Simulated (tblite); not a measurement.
Compound: C5H5N2S (doublet state).
SMILES: `C#C[C@H]1[N]SC(C)=N1`

Calculated harmonic vibrations of the isolated species, GFN2-xTB (tblite), most abundant isotopes, no scaling. Errors from tens to a few hundred cm⁻¹ against measured bands are possible. Open shells enter through the occupations alone, without spin polarisation, and single modes of such species can be off by tens of per cent.

Harmonic wavenumbers (cm⁻¹): 74.7, 95.9, 109.0, 224.0, 260.0, 271.1, 423.4, 451.4, 521.1, 543.1, 555.3, 633.2, 661.4, 772.0, 871.1, 940.0, 975.5, 1015.6, 1029.6, 1081.6, 1126.8, 1171.3, 1188.4, 1383.9, 1446.2, 1447.6, 1724.7, 2279.3, 2808.7, 3014.0, 3025.0, 3050.8, 3390.9.

A = 3300, B = 1391, C = 1102 MHz; mass 125.017 u (most abundant isotopes); point group C1, symmetry number 1; spin multiplicity 2.

Question: Zero-point energy?

Answer: Half the sum of the wavenumbers: 19283 cm⁻¹ = 230.68 kJ/mol.

Question: Entropy at 400 K, 1 bar (ideal gas, RRHO, classical rotation)?

Answer: Translation 175.18, rotation 123.09, vibration 121.55, spin (R ln 2) 5.76: S = 425.6 J/(mol K).

Question: And Cp and H(400 K) − H(0)?

Answer: Cp = 159.55 J/(mol K), of which vibrations give 126.29 (their classical limit is 33 R = 274.4); H(400 K) − H(0) = 39.26 kJ/mol without the zero-point energy, 25.95 from vibrations.

Question: What must be added to the electronic energy to get the Gibbs energy at 400 K and 1 bar?

Answer: ZPE + [H(400 K) − H(0)] − T·S = 230.68 + 39.26 − 170.23 = 99.71 kJ/mol.

Question: How do the functions run with temperature in this model?

Answer: 
| T (K) | S (J/(mol K)) | Cp (J/(mol K)) | H − H(0) (kJ/mol) | G − H(0) (kJ/mol) | ln q(vib) |
| --- | --- | --- | --- | --- | --- |
| 50 | 242.1 | 48.5 | 1.92 | -10.18 | 0.24 |
| 100 | 281.3 | 66.1 | 4.80 | -23.32 | 1.03 |
| 298.15 | 382.9 | 131.1 | 24.41 | -89.77 | 4.82 |
| 373.15 | 414.7 | 152.6 | 35.06 | -119.70 | 6.29 |
| 500 | 463.7 | 182.0 | 56.37 | -175.47 | 8.75 |
| 750 | 545.4 | 220.4 | 107.09 | -301.97 | 13.34 |
| 1000 | 612.4 | 244.5 | 165.42 | -446.96 | 17.52 |

q(vib) and H(0) count from the zero-point level.

Question: Blend soft modes into free rotors: weight 1/[1 + (100 cm⁻¹/ν̃)⁴] for the oscillator and the rest for a rotor with moment μB/(μ + B), μ = h/(8π²ν), B = 10⁻⁴⁴ kg m². What vibrational entropy results?

Answer: 114.35 J/(mol K) in place of 121.55, which changes −T·S at 400 K by +2.88 kJ/mol.

Hindered rotation and anharmonicity are outside this model. The structure is chiral; the term R ln 2 for an equal mix with its mirror image is left out.
